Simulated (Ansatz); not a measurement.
Reaction (ligand exchange at a B–C bond): `BC#N` + `CN[SiH2]N` → `BN(C)[SiH2]N` + `C#N`

Calculated with Ansatz (gas phase, PBE0-D4/def2-TZVP geometries, no zero-point term in ΔE). CCSD(T)/CBS adds triple-zeta CCSD(T) − MP2 to the extrapolated MP2 energy (def2 sets, frozen cores). This one scheme is used for every species. One conformer a species, not always the lowest.

`BC#N`:

Cartesian coordinates in Å:
```
B 0.079 0.604 -0.008
C -0.119 -0.904 0.011
N -0.269 -2.048 0.026
H -0.020 1.210 1.010
H 0.329 1.138 -1.040
```

`CN[SiH2]N`:

Cartesian coordinates in Å:
```
C 1.533 0.974 -0.660
N 0.724 -0.144 -0.236
Si -0.967 -0.107 0.013
N -1.368 -1.325 1.146
H 2.509 0.970 -0.163
H 1.034 1.907 -0.385
H 1.707 1.004 -1.743
H 1.154 -1.043 -0.388
H -1.842 -0.424 -1.157
H -1.233 1.311 0.401
H -2.251 -1.803 1.089
H -0.999 -1.320 2.083
```

`BN(C)[SiH2]N`:

```xyz
14

B    -1.238   -0.922    0.624
N    -0.493   -0.150   -0.263
C    -0.979    0.158   -1.602
Si    1.088    0.536    0.102
N     1.716    0.212    1.651
H    -2.308   -1.345    0.280
H    -0.805   -1.155    1.717
H    -0.296   -0.224   -2.369
H    -1.958   -0.295   -1.756
H    -1.071    1.240   -1.750
H     0.957    2.008   -0.058
H     2.029   -0.006   -0.913
H     2.044   -0.713    1.878
H     1.314    0.656    2.460
```

`C#N`:

```xyz
3

C     0.008    0.017   -0.018
N    -0.335   -0.729    0.781
H     0.328    0.713   -0.763
```

```csv
species,CCSD(T)/CBS(def2) energy (Eh)
`BC#N`,-118.71067
`CN[SiH2]N`,-441.39942
`BN(C)[SiH2]N`,-466.82557
`C#N`,-93.32098
```

(1) Work out ΔE.

Largest T1 diagnostic among the species: 0.014.

Results:

(1) ΔE = (-466.82557) + (-93.32098) − (-118.71067) − (-441.39942) = -0.03646 Eh = -0.99 eV.

The D4 term adds −0.08 eV with B3LYP and −0.04 eV with PBE0; it sums over pairs of atoms, weighted by their polarisabilities, and B3LYP, whose exchange is more repulsive, gets the larger term. In def2-TZVPP, CCSD(T) changes the Hartree–Fock value by −0.26 eV (the triples alone add −0.04 eV) and MP2 by −0.27 eV.

B3LYP here is the variant with VWN-RPA as its local correlation; programs differ in this.
